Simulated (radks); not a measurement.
Values are calculated unless marked as measured or tabulated.
Valence configurations of Pt III (all share [Xe]). Level of theory: Dirac Kohn-Sham, PBEsol, spin-unpolarised, spherical densities, point nucleus; open shells fill j = l - 1/2 first (a radial shooting solver on a logarithmic mesh with Libxc functionals). Energies are relative to 4f14 5d8; eigenvalues in eV.

| valence | E (eV) | e(4f5/2) | e(4f7/2) | e(5d3/2) | e(5d5/2) | e(6p1/2) |
|---|---|---|---|---|---|---|
| 4f14 5d8 | 0.000 | -92.637 | -89.182 | -26.705 | -25.200 | - |
| 4f13 5d9 | 68.897 | -104.08 | -100.51 | -28.283 | -26.635 | - |
| 4f13 5d8 6p1 | 80.991 | -109.10 | -105.52 | -32.080 | -30.334 | -17.246 |
| 4f14 5d7 6p1 | 10.786 | -97.480 | -94.023 | -30.337 | -28.736 | -17.020 |
| 4f12 5d9 6p1 | 161.29 | -121.08 | -117.39 | -33.806 | -31.913 | -17.447 |
| 4f13.5 5d8.5 | 33.211 | -98.313 | -94.801 | -27.496 | -25.920 | - |
| 4f13 5d8 6s1 | 73.728 | -107.87 | -104.30 | -30.987 | -29.257 | - |
| 4f14 5d7 6s1 | 3.674 | -96.264 | -92.807 | -29.264 | -27.679 | - |
| 4f12.5 5d9.5 | 107.11 | -109.94 | -106.32 | -29.064 | -27.344 | - |
| 4f12 5d10 | 147.88 | -115.89 | -112.21 | -29.842 | -28.049 | - |

NIST lists [Xe] 4f14 5d8 as the ground configuration; this level of theory agrees among the configurations tried. The energies are those of spherical spin-averaged densities, not of single terms.
